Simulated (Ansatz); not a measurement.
CH$_{3}$O$_{2}$ (SMILES O=C[OH2+]), charge +1, singlet, geometry from GFN2-xTB; REVPBE/6-31G** in Ansatz (a quantum-chemistry and plane-wave program).

Input for Ansatz:
Ansatz 0.2 input:
```yaml
crystal:
  periodic: [false, false, false]
  atoms:
    - {symbol: O, position_ang: [-0.99670430, -0.48679131, -0.02050171]}
    - {symbol: C, position_ang: [0.16260915, 0.52937802, -0.00703074]}
    - {symbol: O, position_ang: [1.22437017, 0.11575511, 0.11238354]}
    - {symbol: H, position_ang: [-0.70362568, -1.42889272, -0.05203392]}
    - {symbol: H, position_ang: [-0.30185128, 1.51257374, -0.07705403]}
    - {symbol: H, position_ang: [-1.79150481, -0.29165963, -0.56378237]}
basis:
  gaussian:
    orbitals: 6-31G__.json
hamiltonian:
  xc: revpbe
total_charge: 1
accuracy: high
```
The basis file holds 6-31G** in the JSON format of the Basis Set Exchange.

Question: Write the output that Ansatz gives for this input, abridged.

Answer: 
```
Functional definition: revPBE
1288 factors; integrals over basis functions are off by at most 3.0e-9 eV
mean field evaluation 1: about -5156.5183 eV, gradient 8.7e1 eV
mean field evaluation 2: about -5116.1126 eV, gradient 1.6e2 eV
mean field evaluation 4: about -5169.1356 eV, gradient 1.5e1 eV
mean field evaluation 8: about -5169.4733 eV, gradient 2.3e-1 eV
mean field evaluation 16: about -5169.4734 eV, gradient 4.1e-6 eV
mean field -5169.47340215 eV, -189.9746435341 hartree, gradient 2.8e-8 eV, S^2 0.000000; 0 other end points of the search recorded, 0 dependent functions left out
reference -5169.47340420 eV, -189.9746436093 hartree; 12, 12 occupied and 48, 48 virtual orbitals, 1288 factors
Total energy: -5169.47340420 eV, -189.9746436093 hartree
```
